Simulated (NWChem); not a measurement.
System: BHF, doublet; SMILES [BH]F

Program: NWChem. Spin-unrestricted. In the optimisation the excess spin sits in a' (Cs, its own frame). The geometry was optimised at PBE0-D3(BJ)/def2-TZVP, spin-unrestricted. No stability test was run on the SCF state. Principal shifts from the free-electron g value, in parts per thousand; spin-orbit coupling by linear response on scalar ZORA.

For level PBE0/x2c-TZVPall, ZORA:

```yaml
"Δg1 (ppt)": -5.14
```

How do the values read with level PBE/x2c-SVPall, ZORA instead?


| Item | Value |
|---|---|
| Δg1 (ppt) | -5.32 |
